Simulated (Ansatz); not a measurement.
Basis-set series for CH4S2Si, SMILES `CS[Si]S`. Total charge 0; spin multiplicity 1. Geometry: relaxed with PBE0-D4/def2-TZVP. It is a higher conformer; a search finds a lower one.

```xyz
8

C    -0.8478   -0.0466   -0.6978
S    -0.2531    1.5689   -0.1453
Si    1.3905    1.4431    1.2009
S     1.7944   -0.6515    1.4477
H    -1.6825    0.1394   -1.3733
H    -1.2026   -0.6395    0.1453
H    -0.0690   -0.5830   -1.2400
H     0.8702   -1.2307    0.6625
```

```tsv
functional	basis	functions	energy (Eh)	HOMO (eV)	LUMO (eV)
PBE0-D4	def2-SVP	88	-1125.60184	-6.97	-1.91
PBE0-D4	def2-QZVPP	387	-1126.06244	-7.01	-2.01
ωB97M-V	def2-SVP	88	-1125.95578	-8.98	0.10
ωB97M-V	def2-QZVPP	387	-1126.41624	-9.07	-0.12
```

Q: Give the rows for def2-TZVPP. (Estimate.)

A: Ansatz gave: 
```json
{"functional": "PBE0-D4", "basis": "def2-TZVPP", "functions": "213", "energy (Eh)": "-1126.02655", "HOMO (eV)": "-6.99", "LUMO (eV)": "-1.97"}
{"functional": "ωB97M-V", "basis": "def2-TZVPP", "functions": "213", "energy (Eh)": "-1126.38185", "HOMO (eV)": "-9.04", "LUMO (eV)": "-0.04"}
```
